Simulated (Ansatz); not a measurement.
Geometry optimisation, RKS B3LYP/def2-TZVP (Ansatz 0.2.0).

The input (input.yaml):

```yaml
crystal:
  periodic: [false, false, false]
  atoms:
    - { symbol: B, position_ang: [-0.5114, -0.3552, -0.4278] }
    - { symbol: Se, position_ang: [1.0436, 0.8423, -0.0261] }
    - { symbol: H, position_ang: [-0.9321, -0.8911, 0.5288] }
    - { symbol: H, position_ang: [-0.2003, -1.0858, -1.2911] }
    - { symbol: H, position_ang: [-1.4522, 0.3702, -0.8391] }
    - { symbol: H, position_ang: [0.86032, 1.6137, -1.34721] }
    - { symbol: H, position_ang: [0.10125, 1.81854, 0.72005] }
basis:
  gaussian: { orbitals: def2-TZVP }
hamiltonian:
  xc: b3lyp
relax:
  f_tol: 0.015
  max_steps: 40
output:
  orbitals: {}
```

Command:

```bash
$ ansatz run input.yaml --threads 2 --pin off --max-ram 3072MiB --backend cpu --events-out ev --progress --plain --runs-dir out
```

Where does it end, and by what steps?

The forces met the threshold. After 4 steps the energy has fallen by 0.491 eV; B1 moved furthest, 0.24 Å.

```json
{"step": "0", "energy less start (eV)": "0.0000", "largest force component (eV/Å)": "2.683", "accepted": "yes"}
{"step": "1", "energy less start (eV)": "-0.4026", "largest force component (eV/Å)": "1.243", "accepted": "yes"}
{"step": "2", "energy less start (eV)": "-0.4816", "largest force component (eV/Å)": "0.175", "accepted": "yes"}
{"step": "3", "energy less start (eV)": "-0.4905", "largest force component (eV/Å)": "0.083", "accepted": "yes"}
{"step": "4", "energy less start (eV)": "-0.4915", "largest force component (eV/Å)": "0.011", "accepted": "yes"}
```

```xyz
7
Properties=species:S:1:pos:R:3
B -0.715 -0.455 -0.499
Se 0.960 0.896 -0.037
H -0.864 -0.942 0.587
H -0.172 -1.153 -1.311
H -1.578 0.272 -0.895
H 1.002 1.735 -1.248
H 0.275 1.959 0.721
```

Whether the end is a true minimum wasn't checked by a vibrational analysis.

The run took 6.7 s on 2 threads of Intel(R) Xeon(R) Platinum 8488C (Sapphire Rapids), with other jobs on the host, peak memory 0.22 GiB.
